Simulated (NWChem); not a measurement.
Molecule: C2H3AlBrF; SMILES [CH]([Al]([F])[Br])=C

```xyz
8

Al    -0.6028    -0.6917     0.0000
F     -2.2652    -0.8975     0.0000
Br     0.1890     1.4265     0.0000
C      0.6122    -2.1949     0.0000
C      1.9517    -2.0105     0.0000
H      0.2328    -3.2343     0.0000
H      2.6650    -2.8552     0.0000
H      2.4030    -1.0018     0.0000
```
Atoms are numbered in this order, from 1.

All runs: NWChem. Pople sets run with spherical d functions. Coordinates come from a PBE-D3(BJ)/def2-SVP optimisation. Vzz is the largest principal value of the second derivative of the potential at the nucleus (NWChem prints the opposite sign); η is the asymmetry. Non-relativistic.

```csv
level,Vzz Al1 (a.u.),η Al1,Vzz Br3 (a.u.),η Br3
CAM-B3LYP/6-31G*,0.772,0.63,2.807,0.25
PBE/def2-TZVP,0.964,0.55,2.869,0.27
PBE/6-31G*,0.694,0.66,2.828,0.26
```
